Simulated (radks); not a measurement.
Values are calculated unless marked as measured or tabulated.
Sm II, configuration [Xe] 4f6 7s1 (not the ground configuration). Level of theory: Dirac Kohn-Sham, exchange-only PBE, spin-unpolarised, spherical densities, point nucleus; open shells fill j = l - 1/2 first (a radial shooting solver on a logarithmic mesh with Libxc functionals).

Normalised radial functions P(r) = r R(r) (large component), r in bohr:

| r | 4d5/2 | 4f5/2 |
|---|---|---|
| 0.002538 | 0.0001 | 0.0000 |
| 0.004168 | 0.0003 | 0.0000 |
| 0.00679 | 0.0013 | 0.0000 |
| 0.01115 | 0.0050 | 0.0000 |
| 0.01816 | 0.0186 | 0.0002 |
| 0.02983 | 0.0644 | 0.0013 |
| 0.04859 | 0.1904 | 0.0069 |
| 0.0798 | 0.4578 | 0.0324 |
| 0.13 | 0.7467 | 0.1230 |
| 0.2135 | 0.5316 | 0.3635 |
| 0.3477 | -0.5380 | 0.7439 |
| 0.5711 | -1.3492 | 1.0029 |
| 0.9303 | -0.8604 | 0.8645 |
| 1.528 | -0.1876 | 0.5129 |
| 2.489 | -0.0112 | 0.2208 |
| 4.087 | -0.0001 | 0.0624 |
| 6.657 | 0.0000 | 0.0086 |
| 10.93 | 0.0000 | 0.0003 |
| 17.81 | 0.0000 | 0.0000 |

4d5/2: eigenvalue -134.45 eV, 1 radial node at r = 0.281 bohr, <r> = 0.676 bohr, 90 % of the charge inside 1.02 bohr. 4f5/2: eigenvalue -10.704 eV, 0 radial nodes, <r> = 1.000 bohr, 90 % of the charge inside 1.77 bohr.
